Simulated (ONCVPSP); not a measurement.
**u(r) = r·R(r): atom against pseudo-atom (phosphorus (P))**

Columns: radius, all-electron u(r) and pseudo u(r) of the 3p shell (level -5.55 eV) of phosphorus in the configuration [Ne] 3s2 3p3; PW91, scalar-relativistic, ONCV scheme, ONCVPSP 4.0.1.

```json
{"r (bohr)": "0.065", "all-electron": "-0.0713", "pseudo": "0.0021"}
{"r (bohr)": "0.130", "all-electron": "-0.1798", "pseudo": "0.0089"}
{"r (bohr)": "0.195", "all-electron": "-0.2588", "pseudo": "0.0210"}
{"r (bohr)": "0.260", "all-electron": "-0.2948", "pseudo": "0.0387"}
{"r (bohr)": "0.325", "all-electron": "-0.2918", "pseudo": "0.0614"}
{"r (bohr)": "0.390", "all-electron": "-0.2590", "pseudo": "0.0875"}
{"r (bohr)": "0.455", "all-electron": "-0.2054", "pseudo": "0.1157"}
{"r (bohr)": "0.520", "all-electron": "-0.1388", "pseudo": "0.1460"}
{"r (bohr)": "0.585", "all-electron": "-0.0649", "pseudo": "0.1791"}
{"r (bohr)": "0.650", "all-electron": "0.0118", "pseudo": "0.2155"}
{"r (bohr)": "0.715", "all-electron": "0.0881", "pseudo": "0.2546"}
{"r (bohr)": "0.780", "all-electron": "0.1619", "pseudo": "0.2943"}
{"r (bohr)": "0.845", "all-electron": "0.2318", "pseudo": "0.3322"}
{"r (bohr)": "0.910", "all-electron": "0.2967", "pseudo": "0.3672"}
{"r (bohr)": "0.975", "all-electron": "0.3563", "pseudo": "0.4000"}
{"r (bohr)": "1.040", "all-electron": "0.4102", "pseudo": "0.4328"}
{"r (bohr)": "1.105", "all-electron": "0.4587", "pseudo": "0.4675"}
{"r (bohr)": "1.170", "all-electron": "0.5017", "pseudo": "0.5038"}
{"r (bohr)": "1.235", "all-electron": "0.5394", "pseudo": "0.5396"}
{"r (bohr)": "1.300", "all-electron": "0.5720", "pseudo": "0.5719"}
{"r (bohr)": "1.365", "all-electron": "0.5996", "pseudo": "0.5995"}
{"r (bohr)": "1.430", "all-electron": "0.6225", "pseudo": "0.6225"}
{"r (bohr)": "1.495", "all-electron": "0.6411", "pseudo": "0.6411"}
{"r (bohr)": "1.560", "all-electron": "0.6557", "pseudo": "0.6556"}
{"r (bohr)": "1.625", "all-electron": "0.6665", "pseudo": "0.6665"}
{"r (bohr)": "1.690", "all-electron": "0.6740", "pseudo": "0.6740"}
```

(1) How many radial nodes do the two functions have?

(2) At about which radius was the pseudo-wave matched?

(3) Is the pseudo-wave norm-conserving?

## Answers

(1) The all-electron 3p function has n − l − 1 = 1; the pseudo-wave has 0, since the states of the same l below it are removed with the core.

(2) 1.30 bohr, where the columns begin to agree (steps of 0.07 bohr).

(3) Yes: the ONCV scheme keeps the norm inside the radius equal to the all-electron one, which fixes the energy derivative of the logarithmic derivative at the level.
